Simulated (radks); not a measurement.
Valence configurations of Zn IV (all share [Ar]). All-electron calculation, Dirac Kohn-Sham, PBE, spin-unpolarised, spherical densities, finite nucleus; open shells are shared between the two j in proportion to 2j + 1; Fermi nuclear charge, rms radius 3.9283 fm. Program: a radial shooting solver on a logarithmic mesh with Libxc functionals. Order these by energy: 3d7 4s1 4p1; 3d9; 3d8.5 4s0.5; 3d8.5 4p0.5; 3d8 4p1; 3d6.5 4s0.5 4p2; 3d7 4s2; 3d7 4p2; 3d8 4s1.

Answer. From the lowest, in eV above it: 3d9 0.000; 3d8.5 4s0.5 8.239; 3d8.5 4p0.5 12.810; 3d8 4s1 17.889; 3d8 4p1 27.342; 3d7 4s2 41.775; 3d7 4s1 4p1 51.808; 3d7 4p2 61.918; 3d6.5 4s0.5 4p2 76.908. NIST lists [Ar] 3d9 as the ground configuration; this level of theory agrees among the configurations tried. The energies are those of spherical spin-averaged densities, not of single terms.
